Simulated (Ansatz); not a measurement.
A CCSD(T) single point on C$_{2}$H$_{4}$O$_{2}$Si (`C=C1O[SiH2]O1`).

```yaml
crystal:
  periodic: [false, false, false]
  atoms:
    - {symbol: C, position_ang: [0.527269, 1.358452, -1.129590]}
    - {symbol: C, position_ang: [0.157266, 0.383060, -0.322927]}
    - {symbol: O, position_ang: [-0.585192, 0.473589, 0.838160]}
    - {symbol: Si, position_ang: [-0.439968, -1.190517, 0.978332]}
    - {symbol: O, position_ang: [0.421726, -0.967276, -0.442106]}
    - {symbol: H, position_ang: [0.243083, 2.374796, -0.904505]}
    - {symbol: H, position_ang: [1.111275, 1.132600, -2.008404]}
    - {symbol: H, position_ang: [-1.701058, -1.949586, 0.840824]}
    - {symbol: H, position_ang: [0.354099, -1.661519, 2.132915]}
basis:
  gaussian: {orbitals: def2-TZVPP}
correlation: {method: ccsd_t}
output: {orbitals: {seedname: orbitals}}
```

```sh
$ ansatz run in.yaml --threads 4 --pin off --events-out ev --progress --plain
```

Log, shortened:

```
Functional definition: HF
1348 factors; integrals over basis functions are off by at most 1.1e-3 eV
mean field evaluation 1: about -14059.9150 eV, gradient 4.4e1 eV
mean field evaluation 2: about -14060.2936 eV, gradient 4.4e1 eV
mean field evaluation 4: about -14064.4524 eV, gradient 4.0e0 eV
mean field evaluation 8: about -14064.5223 eV, gradient 3.4e-1 eV
mean field evaluation 16: about -14064.5231 eV, gradient 1.8e-6 eV
mean field -14064.52312489 eV, -516.8616915634 hartree, gradient 1.8e-6 eV, S^2 0.000000; 0 other end points of the search recorded, 0 dependent functions left out
9 core orbitals not correlated: weight in the atoms' cores, before any rotation towards them, 1.000 or more for the frozen orbitals, at most 0.000 for the correlated occupied ones
reference -14064.52312489 eV, -516.8616915634 hartree; 14, 14 occupied and 199, 199 virtual orbitals, 1348 factors
second order -24.27067875 eV of doubles, -0.00000000 eV of singles
cycle   1  -24.15817200 eV  change    1.1e-1 eV  update   1.1e-1
cycle   2  -24.79047735 eV  change   -6.3e-1 eV  update   3.4e-2
cycle   3  -24.93579274 eV  change   -1.5e-1 eV  update   1.6e-2
cycle   4  -24.91917534 eV  change    1.7e-2 eV  update   3.8e-3
cycle   5  -24.91825295 eV  change    9.2e-4 eV  update   1.5e-3
cycle   6  -24.91923307 eV  change   -9.8e-4 eV  update   4.6e-4
cycle   7  -24.91889594 eV  change    3.4e-4 eV  update   1.4e-4
cycle   8  -24.91886781 eV  change    2.8e-5 eV  update   5.2e-5
cycle   9  -24.91888318 eV  change   -1.5e-5 eV  update   2.0e-5
perturbative correction -1.05876271 eV, -0.0389088118 hartree
Total energy: -14090.50077077 eV, -517.8163524414 hartree
```

Run time 28 s (4 threads of a server CPU on a shared host); peak host memory 3.9 GiB.

Correlation energy per correlated electron: -0.928 eV. T1 diagnostic: 0.0129.
